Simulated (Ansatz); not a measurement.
Frontier orbitals of CH5Cl2InS, SMILES `[CH3][In-]([SH2+])([Cl])[Cl]`.

Total charge 0; spin multiplicity 1. Correlated methods include outer-core shells of In, which these sets cover unevenly. In: def2 effective core potential. Geometry: relaxed with PBE0-D4/def2-TZVP. It is one conformer, not always the lowest. Basis def2-TZVPP, Ansatz 0.2.0.

```csv
functional,HOMO (eV),LUMO (eV),gap (eV)
PBE,-6.85,-1.89,4.96
BLYP,-6.68,-1.82,4.86
PBE0,-8.11,-0.98,7.13
r2SCANh,-7.62,-1.31,6.31
r2SCAN0,-8.32,-0.82,7.50
BHLYP,-9.21,-0.07,9.14
ωB97M-V,-10.28,0.87,11.15
```

Against PBE, PBE0 changes HOMO and LUMO by −1.27 and +0.90 eV, ωB97M-V by −3.43 and +2.75 eV. A gap of 4.96 eV thus becomes 11.15 eV for the same molecule, so an orbital gap means little without its functional. A positive LUMO is unbound and depends on the basis.
